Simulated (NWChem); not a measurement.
Program: NWChem. System: AlN, charge 0, spin multiplicity 3, at a geometry optimised with UB3LYP/def2-SVP. The structure started from a generated list of species. Its SCF solution wasn't tested for a lower state. Level: ROCCSD(T)/def2-TZVP, 6 core orbitals frozen.

Part of the output:

```
             Northwest Computational Chemistry Package (NWChem) 7.3.0
             --------------------------------------------------------

                                NWChem Input Module
                                -------------------

 Scaling coordinates for geometry "geometry" by  1.889725989
 (inverse scale =  0.529177249)

 Turning off AUTOSYM since
 SYMMETRY directive was detected!

                             Geometry "geometry" -> ""
                             -------------------------

 Output coordinates in angstroms (scale by  1.889725989 to convert to a.u.)

  No.       Tag          Charge          X              Y              Z
 ---- ---------------- ---------- -------------- -------------- --------------
    1 Al                  13.0000     0.00000000     0.00000000     0.62917400
    2 N                    7.0000     0.00000000     0.00000000    -1.16846700

 Effective nuclear repulsion energy (a.u.)      26.7879569163

            Nuclear Dipole moment (a.u.)
            ----------------------------
        X                 Y               Z
 ---------------- ---------------- ----------------
     0.0000000000     0.0000000000    -0.0000132281

      Symmetry information
      --------------------

 Group name             C2v
 Group number             16
 Group order               4
 No. of unique centers     2

      Symmetry unique atoms

     1    2


 Summary of "ao basis" -> "" (spherical)
 ------------------------------------------------------------------------------
       Tag                 Description            Shells   Functions and Types
 ---------------- ------------------------------  ------  ---------------------
 *                         def2-tzvp                  on all atoms

 Summary of "ao basis" -> "ao basis" (spherical)
 ------------------------------------------------------------------------------
       Tag                 Description            Shells   Functions and Types
 ---------------- ------------------------------  ------  ---------------------
 Al                        def2-tzvp                13       37   5s5p2d1f
 N                         def2-tzvp                11       31   5s3p2d1f

                                 NWChem SCF Module
                                 -----------------

  ao basis        = "ao basis"
  functions       =    68
  atoms           =     2
  closed shells   =     9
  open shells     =     2
  charge          =   0.00
  wavefunction    = ROHF
  use symmetry    = T
  symmetry adapt  = T

 Summary of "ao basis" -> "ao basis" (spherical)
 ------------------------------------------------------------------------------
       Tag                 Description            Shells   Functions and Types
 ---------------- ------------------------------  ------  ---------------------
 Al                        def2-tzvp                13       37   5s5p2d1f
 N                         def2-tzvp                11       31   5s3p2d1f

      Symmetry analysis of basis
      --------------------------

        a1         30
        a2          6
        b1         16
        b2         16

 Forming initial guess at       0.0s

 Swapping ROHF orbitals     9   10

      Symmetry analysis of molecular orbitals - initial
      -------------------------------------------------

  Numbering of irreducible representations:

     1 a1          2 a2          3 b1          4 b2

  Orbital symmetries:

     1 a1          2 a1          3 a1          4 b1          5 a1
     6 b2          7 a1          8 a1          9 b2         10 b1
    11 a1         12 b1         13 b2         14 a1         15 a1
    16 a2         17 a1         18 a1         19 b1         20 b2
    21 b1

 Starting SCF solution at       0.0s

 ----------------------------------------------
         Quadratically convergent ROHF

 Convergence threshold     :          1.000E-07
 Maximum no. of iterations :          100
 Final Fock-matrix accuracy:          1.000E-09
 ----------------------------------------------

              iter       energy          gnorm     gmax       time
             ----- ------------------- --------- --------- --------
                 1     -296.1759860059  1.18D+00  3.71D-01      0.5
[...]
  ----- ------------  ---------------      ----- ------------  ---------------
    42      1.868748  2 N  s                 20      1.662386  1 Al pz
     5     -1.357203  1 Al s                 51      0.473219  2 N  pz
    17      0.279153  1 Al pz                41     -0.228052  2 N  s
    28     -0.216743  1 Al d  0              40      0.162205  2 N  s

 center of mass
 --------------
 x =   0.00000000 y =   0.00000000 z =   0.02830850

 moments of inertia (a.u.)
 ------------------
         106.383135877958           0.000000000000           0.000000000000
           0.000000000000         106.383135877958           0.000000000000
           0.000000000000           0.000000000000           0.000000000000

  Mulliken analysis of the total density
  --------------------------------------

    Atom       Charge   Shell Charges
 -----------   ------   -------------------------------------------------------
    1 Al  13    12.64   2.00  0.66  1.32  1.10  0.79  2.90  2.28  0.82  0.41  0.18  0.08  0.07  0.03
    2 N    7     7.36   0.82  1.15  0.60  0.96  0.26  1.29  1.51  0.76  0.00  0.01  0.00

 Mulliken analysis of the open-shell density
 -------------------------------------------

    Atom       Charge   Shell Charges
 -----------   ------   -------------------------------------------------------
    1 Al  13     0.23   0.00  0.00 -0.00  0.00  0.03  0.01  0.00  0.00  0.12  0.02  0.03  0.01  0.01
    2 N    7     1.77   0.00 -0.00  0.01  0.02  0.02  0.67  0.76  0.30  0.00  0.00  0.00

       Multipole analysis of the density wrt the origin
       ------------------------------------------------

     L   x y z        total         open         nuclear
     -   - - -        -----         ----         -------
     0   0 0 0     -0.000000     -2.000000     20.000000

     1   1 0 0      0.000000     -0.000000      0.000000
     1   0 1 0      0.000000      0.000000      0.000000
     1   0 0 1      0.523319      3.962236     -0.000013

     2   2 0 0    -12.120817     -2.591735      0.000000
     2   1 1 0     -0.000000     -0.000000      0.000000
     2   1 0 1     -0.000000     -0.000000      0.000000
     2   0 2 0    -13.787588     -1.344734      0.000000
     2   0 1 1      0.000000      0.000000      0.000000
     2   0 0 2    -16.105871    -12.444096     52.506733

                   NWChem Extensible Many-Electron Theory Module
                   ---------------------------------------------


            General Information
            -------------------
      Number of processors :     1
         Wavefunction type : Restricted open-shell Hartree-Fock
          No. of electrons :    20
           Alpha electrons :    11
            Beta electrons :     9
           No. of orbitals :   136
            Alpha orbitals :    68
             Beta orbitals :    68
        Alpha frozen cores :     6
         Beta frozen cores :     6
     Alpha frozen virtuals :     0
      Beta frozen virtuals :     0
         Spin multiplicity : triplet
    Number of AO functions :    68
       Number of AO shells :    24
        Use of symmetry is : on
      Symmetry adaption is : on
         Schwarz screening : 0.10D-09

          Correlation Information
          -----------------------
          Calculation type : Coupled-cluster singles & doubles w/ perturbation
   Perturbative correction : (T)
            Max iterations :      100
        Residual threshold : 0.10D-05
     T(0) DIIS level shift : 0.00D+00
     L(0) DIIS level shift : 0.00D+00
     T(1) DIIS level shift : 0.00D+00
     L(1) DIIS level shift : 0.00D+00
     T(R) DIIS level shift : 0.00D+00
     T(I) DIIS level shift : 0.00D+00
   CC-T/L Amplitude update :  5-th order DIIS
                I/O scheme : Global Array Library
        L-threshold :  0.10D-05
        EOM-threshold :  0.10D-05
 no EOMCCSD initial starts read in
 TCE RESTART OPTIONS
 SLICE:      F
 D4D5:       F
 quantumc:   F
 qrotation:  F
 pwtce:      F
 qducc:      F
 nacto:                         0
 nrotv:                         0
 nrot:                          0

            Memory Information
            ------------------
          Available GA space size is     249027552 doubles
          Available MA space size is     104850588 doubles

 Maximum block size supplied by input
 Maximum block size        24 doubles

 tile_dim =     23

 -------------------------------------------------

 Global array virtual files algorithm will be used

 Parallel file system coherency ......... OK

 4-electron integrals stored in orbital form

 v2    file size   =          1189786
 4-index algorithm nr.  13 is used
 imaxsize =       30
 imaxsize ichop =        0


CCSD iterations
 ---------------------------------------------------------
 Iter          Residuum       Correlation     Cpu    Wall
 ---------------------------------------------------------
    1   0.1522083093679  -0.2056249960197     0.2     0.2
    2   0.1112261791491  -0.2163963243159     0.1     0.1
    3   0.1873506331901  -0.2159310005380     0.1     0.1
    4   0.2845558932028  -0.2280220359597     0.2     0.2
    5   0.4645904156182  -0.2116969331157     0.2     0.2
    6   0.0098794707383  -0.2234773123154     0.2     0.2
    7   0.0079941130864  -0.2236352638337     0.2     0.2
    8   0.0040154955280  -0.2240886048297     0.1     0.1
    9   0.0071375595938  -0.2241791664293     0.1     0.1
   10   0.0057330577026  -0.2246452892408     0.1     0.1
   11   0.0010985890832  -0.2249747925704     0.2     0.2
   12   0.0009613764863  -0.2249781798328     0.2     0.2
   13   0.0009541393940  -0.2249883196559     0.2     0.2
   14   0.0016017026641  -0.2249842301693     0.2     0.2
   15   0.0021943739781  -0.2250148066405     0.2     0.2
   16   0.0001239816581  -0.2250071344436     0.2     0.2
   17   0.0001959697888  -0.2250109394122     0.2     0.2
   18   0.0001772379451  -0.2250224105255     0.2     0.2
   19   0.0003498854352  -0.2250154979828     0.2     0.2
   20   0.0004902101347  -0.2250347239296     0.2     0.2
   21   0.0000208021176  -0.2250301989293     0.1     0.1
   22   0.0000168146584  -0.2250303347922     0.1     0.1
   23   0.0000159900905  -0.2250305573156     0.2     0.2
   24   0.0000243465980  -0.2250304651600     0.1     0.1
   25   0.0000313507971  -0.2250311036878     0.2     0.2
   26   0.0000025788429  -0.2250309601290     0.1     0.1
   27   0.0000041095676  -0.2250310357103     0.1     0.1
   28   0.0000039827439  -0.2250312660750     0.2     0.2
   29   0.0000076210569  -0.2250311163217     0.2     0.2
   30   0.0000109374892  -0.2250315159525     0.1     0.1
   31   0.0000004366846  -0.2250314082099     0.1     0.1
 -----------------------------------------------------------------
 Iterations converged
 CCSD correlation energy / hartree =        -0.225031408209903
 CCSD total energy / hartree       =      -296.514206101375578

 Singles contributions
    10a1  (beta ) ---     9a1  (beta )        0.2481591878
    13b2  (beta ) ---     8b2  (beta )        0.1138555207

 Doubles contributions
 CCSD(T)
 Using plain CCSD(T) code
             total no. of tasks          708
 total no. of tasks / no. procs          708
                         wl_min            2           1.1
                         wl_max        97336           6.8
        thresh for no. of tasks          708

 CCSD[T]  correction energy / hartree =        -0.013218098081724
 CCSD[T] correlation energy / hartree =        -0.238249506291627
 CCSD[T] total energy / hartree       =      -296.527424199457300
 CCSD(T)  correction energy / hartree =        -0.011335600831679
 CCSD(T) correlation energy / hartree =        -0.236367009041581
 CCSD(T) total energy / hartree       =      -296.525541702207249

 Task  times  cpu:       10.0s     wall:       10.0s

 Total times  cpu:       10.0s     wall:       10.0s
```

Problem. Write an NWChem input that would produce this output.

Solution. This is not unique; one that fits is 
```
start mol
memory heap 100 mb stack 700 mb global 1900 mb
geometry units angstroms nocenter noautoz
  Al     0.000000     0.000000     0.629174
  N      0.000000     0.000000    -1.168467
  symmetry group C2v
end
basis spherical
  * library def2-tzvp
end
scf
  rohf
  nopen 2
  maxiter 100
  thresh 1e-7
  semidirect memsize 60000000 filesize 0
  # guess.movecs holds the orbitals of an unrestricted PBE0 run
  vectors input guess.movecs swap 9 10 output mol.movecs
end
tce
  freeze core 6
  ccsd(t)
  2eorb
  2emet 13
  thresh 1e-6
  maxiter 100
  tilesize 24
end
task tce energy
```
